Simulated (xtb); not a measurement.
MoH₆, SMILES [MoH6], multiplicity 1. All values are semi-empirical tight-binding results from xtb (GFN2-xTB unless named), good for trends rather than for accurate numbers. Geometry optimised at GFN2-xTB. The multiplicity is an assumed one; other spin states were not compared.

Optimised geometry:

```xyz
7

Mo     0.0000     0.0000     0.0000
H      0.0000    -1.7183     0.0000
H     -1.7183     0.0000     0.0000
H      1.7183     0.0000     0.0000
H      0.0000     0.0000    -1.7183
H      0.0000     0.0000     1.7183
H      0.0000     1.7183     0.0000
```
Charge 0, spin multiplicity 1.

For metal compounds this method's bond lengths and energies can be far off.

| Item | Result |
|---|---|
| point group as xtb finds it | Oh |
| orbital gap | 1.71 eV |
| zero-point energy | 20.4 kcal/mol |
| G − E(el) at 298.15 K (modified RRHO) | 6.0 kcal/mol |

Problem. Give the atomic charges. (An estimate is asked for; the answer gives what the named calculation found.)

Solution. charges (e) Mo1 0.71, H2 -0.12, H3 -0.12, H4 -0.12, H5 -0.12, H6 -0.12, H7 -0.12.
